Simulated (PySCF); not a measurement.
FH₂MoNOS, multiplicity 1. Atoms are numbered in the order given.

```xyz
7

Mo    -0.0771     0.2001     0.0540
O      0.8598     1.3470     0.8451
S      0.9158    -1.6811    -0.0069
F     -1.7326     0.0200     0.8823
N     -0.3064     0.7972    -1.7527
H     -0.1720     1.7702    -2.0266
H     -0.3801     0.1876    -2.5656
```

Coordinates come from a B3LYP-D3(BJ)/def2-SVP optimisation. The multiplicity is an assumed one; no other spin state was optimised. The structure was generated by enumeration; whether it is a known compound was not checked. The def2 effective core potentials stand for the cores of Mo; spin–orbit coupling is left out. The values are those of a single conformer.

Level of theory: PBE/def2-TZVP (PySCF).

ESP charges are fitted to the potential on shells at 1.4 to 2.0 van der Waals radii. Atomic charges (e):

```csv
atom,ESP fit,Löwdin,Mulliken
Mo1,0.93,0.30,1.44
O2,-0.34,?,-0.47
S3,-0.26,?,-0.39
F4,-0.25,-0.22,-0.41
N5,-0.86,?,-0.70
H6,0.41,0.17,0.27
H7,0.37,0.17,0.27
```

**Question.** What belongs in the gaps? (Estimate from the structure and the level; the computed values follow.)

**Answer.** 
- O2, Löwdin: -0.22
- S3, Löwdin: 0.11
- N5, Löwdin: -0.31
